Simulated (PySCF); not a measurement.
**Selenium: a sound run and one with changed settings**

Sound run: Se²⁺ [Ar] 3d10 4s2 4p2, Se³⁺ [Ar] 3d10 4s2 4p1. Computed with PySCF 2.14 in cc-pVTZ-PP with ECP10MDF, with scalar relativity through the core potential. In the sound run the correlated levels freeze 3s2 3p6 3d10 outside the core potential. The sound run starts from symmetry-adapted Hartree-Fock orbitals and uses a fine grid where one is needed.

Changed run: initial guess 1e, at most 50 SCF cycles.

| species | method | sound run (hartree) | changed run (hartree) | converged |
| --- | --- | --- | --- | --- |
| Se²⁺ | UHF | -370.78217 | -370.78217 | yes |
| Se²⁺ | TPSS | -371.90915 | -371.90915 | yes |
| Se²⁺ | CCSD(T) | -370.85660 | -370.85660 | yes |
| Se³⁺ | B3LYP | -370.88843 | -370.88843 | yes |
| Se³⁺ | MP2 | -369.68590 | -369.68590 | yes |

Here the plain start reaches the same solutions.
